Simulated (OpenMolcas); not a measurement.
**What dynamic correlation does to the levels of Zr+**

```yaml
Program: OpenMolcas 26.06
Basis: ANO-R2 [7s5p4d2f1g]
Scalar_Hamiltonian: X2C, finite nucleus
Active_space: 3 electrons in 6 orbitals (4d 5s)
State_averaging: 2S+1 = 4 even, 20 roots; 2S+1 = 2 even, 64 roots
Spin-orbit_coupling: state interaction with AMFI integrals over the reference wave functions, term energies averaged over their components
```

Methods on the same reference wave functions:
A. CASSCF
B. SS-CASPT2, IPEA 0.25 Eh, imaginary shift 0.1 Eh (closed shells correlated: 4s 4p)
C. MS-CASPT2, IPEA 0.25 Eh, imaginary shift 0.1 Eh (closed shells correlated: 4s 4p)

Energies in cm-1 above 4d2 5s 4F 3/2, the measured ground level; measured values from NIST Handbook of Basic Atomic Spectroscopic Data.

| Level | A | B | C | Measured |
| --- | --- | --- | --- | --- |
| 4d2 5s 4F 3/2 | 0.0 | 0.0 | 0.0 | 0.0 |
| 4d2 5s 4F 5/2 | 305 | 308 | 308 | 315 |
| 4d2 5s 4F 7/2 | 729 | 740 | 741 | 763 |
| 4d2 5s 4F 9/2 | 1260 | 1275 | 1276 | 1323 |
| 4d3 4F 3/2 | 3197 | 2430 | 2440 | 2572 |
| 4d3 4F 5/2 | 3529 | 2800 | 2800 | 2895 |
| 4d3 4F 7/2 | 3959 | 3240 | 3250 | 3300 |
| 4d3 4F 9/2 | 4460 | 3740 | 3740 | 3758 |
| 4d2 5s 2D 3/2(1) | 6250 | 4040 | 3780 |  |
| 4d2 5s 2D 5/2(1) | 6554 | 4290 | 4060 |  |
| 4d3 2P 1/2 | 7786 | 5450 | 5390 |  |
| 4d3 2P 3/2 | 8209 | 5870 | 5780 |  |
| 4d2 5s 4P 1/2 | 9270 | 7940 | 7940 |  |
| 4d2 5s 2F 5/2 | 9343 | 5700 | 5510 | 5753 |
| 4d2 5s 4P 3/2 | 9460 | 8120 | 8120 |  |
| 4d2 5s 4P 5/2 | 9783 | 8430 | 8430 |  |
| 4d2 5s 2F 7/2 | 9972 | 6320 | 6180 | 6468 |
| 4d3 2G 7/2 | 10161 | 7930 | 7920 |  |
| 4d3 2G 9/2 | 10446 | 8240 | 8190 |  |
| 4d3 4P 1/2 | 12521 | 9790 | 9790 |  |
| 4d3 4P 3/2 | 12728 | 10000 | 9990 |  |
| 4d3 4P 5/2 | 12968 | 10240 | 10240 |  |
| 4d3 2H 9/2 | 15692 | 12470 | 12450 |  |
| 4d3 2H 11/2 | 16067 | 12860 | 12860 |  |

Deviations, from unrounded energies. A percentage is the sum of absolute deviations over the sum of measured energies, with the sign that they share, or ± where signs differ.

```
                        Against measurement  Levels      A     B     C
             mean absolute deviation (cm-1)       9   1100    66   100
      fine structure of the ground term (%)       3   -4.5  -3.2  -3.2
other terms of the ground configuration (%)       2  +58.1  -1.7  -4.3
                   other configurations (%)       4  +20.9  -2.5  -2.3
```

B lies closest to measurement on these levels and A furthest from it. The largest miss of B in the table is 4d2 5s 2F 7/2, by -150 cm-1. The ranking rests on the paired levels alone, and a cruder setting can come out closer through cancelling errors.

Between B and C the level of the table that moves most is 4d2 5s 2D 3/2(1), by 260 cm-1 (lowest in C, highest in B). Moves below CASPT2's spread within the term are not significant.

The mean deviations of B to C differ by less than CASPT2's widest spread within a term (960 cm-1), so their order carries little weight.

From A to B the spin-free energies of the other terms of 4d2 5s shown, above 4F, scale by factors of 0.59 to 0.85.

The lowest spin-free term lies below A's lowest term by 0.266 hartree in B, 0.266 hartree in C.

CASPT2 breaks the degeneracy within a term, and the mean is taken; among the terms shown or strongly mixed into the levels shown the widest spread is 960 cm-1 (4d2 5s 2F, C). Configurations are named by rounded mean occupations; where the s occupation lies near a half they are strongly mixed, a name can repeat and a true partner stay unpaired. A single d shell beside an s shell can misplace configurations of different d count against each other. The CASPT2 spread within a term exceeds the gap to the next term for 4d3 2P and 4d2 5s 2F, 4d3 2G and 4d2 5s 4P, so the order of their levels is uncertain (figures for B; the like holds for C). Without dynamic correlation excited terms often stand tens of per cent too high (terms of higher spin than the ground term too low), and those without a measured partner can miss by more than the paired ones (holds for A). Measured partners are found by configuration, term and J. A level has none where our copy of the source lacks it or the pairing is in doubt (some pairs that miss far off the trend of their configuration count as doubtful), and it then counts in no deviation. Levels of configurations outside the active space are missing. The table leaves out levels that lie high or whose names do not pair safely across all columns.

A number in round brackets counts repeated terms of one configuration in the order of the reference energies.
